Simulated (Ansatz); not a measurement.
Input and output for CH3Cl2F2NW (`C[N]=[W]([F])([F])([Cl])[Cl]`).

```yaml
crystal:
  periodic: [false, false, false]
  atoms:
    - {symbol: C, position_ang: [0.498702, -1.720377, -0.036219]}
    - {symbol: N, position_ang: [0.072450, -0.373701, -0.045378]}
    - {symbol: W, position_ang: [-0.420059, 1.253274, -0.032868]}
    - {symbol: F, position_ang: [-2.288757, 1.196944, 0.025174]}
    - {symbol: F, position_ang: [-0.684596, 1.696860, -1.830611]}
    - {symbol: Cl, position_ang: [-0.504322, 1.733299, 2.212274]}
    - {symbol: Cl, position_ang: [1.574118, 2.382733, -0.191828]}
    - {symbol: H, position_ang: [1.539133, -1.780152, -0.367476]}
    - {symbol: H, position_ang: [0.422158, -2.124196, 0.977143]}
    - {symbol: H, position_ang: [-0.125726, -2.315882, -0.707312]}
basis:
  gaussian: {orbitals: def2-mTZVP}
hamiltonian: {xc: {name: SVWN5}}
```

```sh
$ ansatz run in.yaml --threads 4 --pin off --events-out ev --progress --plain --max-ram 11315MiB
```

Output, abridged:

```
Functional definition: SVWN5
1540 factors; their error is unknown
mean field evaluation 1: about -34729.7425 eV, gradient 1.1e2 eV
mean field evaluation 2: about -34425.9368 eV, gradient 3.3e2 eV
mean field evaluation 4: about -34740.7341 eV, gradient 7.3e1 eV
mean field evaluation 8: about -34751.2017 eV, gradient 1.6e0 eV
mean field evaluation 16: about -34751.1580 eV, gradient 2.6e-2 eV
mean field -34751.15798745 eV, -1277.0815008579 hartree, gradient 6.5e-5 eV, S^2 0.000000; 0 other end points of the search recorded, 0 dependent functions left out
reference -34751.15803141 eV, -1277.0815024734 hartree; 41, 41 occupied and 124, 124 virtual orbitals, 1540 factors
Total energy: -34751.15803141 eV, -1277.0815024734 hartree
```

It took 1.4 s on 4 threads of an Arm Neoverse V2 on a shared host, with 0.64 GiB of host memory at the peak.
